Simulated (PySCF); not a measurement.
**Simulated characterisation data**

Computational details: GFN2-xTB geometry, PBE0/pcSseg-1 with gauge-including orbitals, in PySCF (averaged over atoms made equivalent by symmetry, fast rotation or ring inversion, no relativistic terms, single conformer, gas phase).

Scale: $^{1}$H (31.72 ppm) and $^{13}$C (186.93 ppm) against TMS (reference shieldings calculated alike). Where no couplings were computed, multiplicities follow the n + 1 count of equivalent neighbours, and m marks all less simple cases (inequivalent or close neighbours, rings, F or P nearby). Shifts are as computed. Against solution values, carbons near 30 ppm lie about +3 ppm off and those near 130 ppm about +5 ppm (rms about the fit 2.1 ppm; single classes can miss by 10 ppm). Of 1328 compounds with measured shifts, 309 miss one by over three times the rms of a fit or turn the order of signals round; such compounds aren't used in these exercises. Signals without a measured value on file couldn't be tested in this way; 1H shifts scatter by 0.2 ppm about their fit, and single ones miss by 0.5 ppm. OH and NH positions are gas-phase values without hydrogen bonding to other molecules.

Compound 1 (C$_{5}$H$_{6}$N$_{2}$O$_{2}$). $^{1}$H NMR (600 MHz, computed): δ 9.67 (s, 1H), 8.91 (br s, 1H), 6.66 (s, 1H), 4.06 (s, 3H). $^{13}$C{$^{1}$H} NMR (computed): δ 185.2, 157.5, 142.7, 112.9, 58.5. Structure: `COc1cnc(C=O)[nH]1`.

Compound 2 (C$_{6}$H$_{8}$). $^{1}$H NMR (600 MHz, computed): δ 5.21 (s, 2H), 2.08 (s, 6H). $^{13}$C{$^{1}$H} NMR (computed): δ 181.8 (C), 171.4 (C), 128.1 (C), 92.9 (CH2), 27.8 (CH3). Structure: `C=C=C=C(C)C`.
